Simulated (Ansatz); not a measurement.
This geometry of Cl3FSi + FH (7 atoms, charge 0, multiplicity 1) is a first-order saddle point.

Theory: RKS PBE-D4/def2-SVP in Ansatz 0.2.0.

```xyz
7
Properties=species:S:1:pos:R:3
Si -0.305 0.000 -0.045
Cl 0.074 0.000 2.345
F 1.321 0.000 -0.172
Cl -0.737 1.775 -0.990
Cl -0.737 -1.775 -0.990
F -1.935 0.000 0.796
H -1.335 0.000 1.888
```

Which two structures does it join? (They come from a converged band through this point; their orientation in space is the band's.)

Bonds broken: Si1–Cl2, F6–H7. Bonds formed: Si1–F6, Cl2–H7. Cl3FSi + FH becomes Cl2F2Si + ClH.

Image 0:

```xyz
7
Properties=species:S:1:pos:R:3
Si 0.250 0.000 -0.082
Cl 0.262 0.000 1.988
F 1.809 0.000 -0.523
Cl -0.611 1.696 -0.804
Cl -0.611 -1.696 -0.804
F -2.701 0.000 1.191
H -2.050 0.000 1.867
```

Image 6:

```xyz
7
Properties=species:S:1:pos:R:3
Si -0.465 0.000 -0.572
Cl -0.171 0.000 3.495
F 0.961 0.000 0.174
Cl -0.664 1.690 -1.681
Cl -0.664 -1.690 -1.681
F -1.619 0.000 0.576
H -1.030 0.000 2.522
```

How far does it lie above each of them?

75.8 kJ/mol above the first and 117.4 kJ/mol above the second. This is the barrier of this one path; another mechanism may lie lower. The orbitals stay closed-shell, which can raise the energy where a bond breaks towards radicals; this wasn't checked here.

Time of the run: 110 s on 2 threads of Arm Neoverse V1, with other jobs on the host, peak memory 0.15 GiB.
